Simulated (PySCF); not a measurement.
Ga(Cl)2(NHMe) (CH4Cl2GaN), SMILES [NH](C)[Ga]([Cl])[Cl].

Geometry: B3LYP-D3(BJ)/def2-SVP. The structure was generated by enumeration; whether it is a known compound was not checked. The values are those of a single conformer.

Two levels are set side by side: TDA-PBE/def2-SVPD (PySCF) and TDA-CAM-B3LYP/def2-SVPD (PySCF). Vertical, same geometry. The lowest singlet is HOMO→LUMO 99 % with PBE and HOMO→LUMO 94 % with the other functional; states are paired by order. Differences are taken from unrounded values.

```tsv
quantity	TDA-CAM-B3LYP	TDA-PBE	TDA-PBE minus TDA-CAM-B3LYP
lowest singlet excitation (eV)	5.09	4.00	-1.09
lowest triplet excitation (TDA) (eV)	4.65	3.65	-1.00
first bright state (f over 0.05) (eV)	6.26	5.41	-0.85
its oscillator strength	0.10	0.08	-0.02
```

Functionals without exact exchange tend to place singlet excitations lower, as here. Differences between two approximate levels are no errors against the true value.

Rough cost on one machine, each run with all the roots and properties that it gave: TDA-CAM-B3LYP against TDA-PBE about 4 times.
